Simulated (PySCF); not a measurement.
Computed Raman spectrum (relative Raman activity) of a molecule C2H6BFO2. Geometry optimised at B3LYP-D3(BJ)/def2-SVP. Other conformers were not sampled. All values below come from B3LYP-D3(BJ)/def2-SVP run with PySCF. No scaling factor is applied to the harmonic values.

```tsv
ν (cm⁻¹)	relative intensity
1186	4.3
1291	2.7
1345	2.1
1412	3.8
1446	9.9
2895	100
3045	71
3815	46
```

Task: Identify the compound among the candidates.
A) C[C@@H](O)B(O)F
B) OCB(F)CO
C) OCB(O)CF
D) COB(F)OC

Result: B, OCB(F)CO
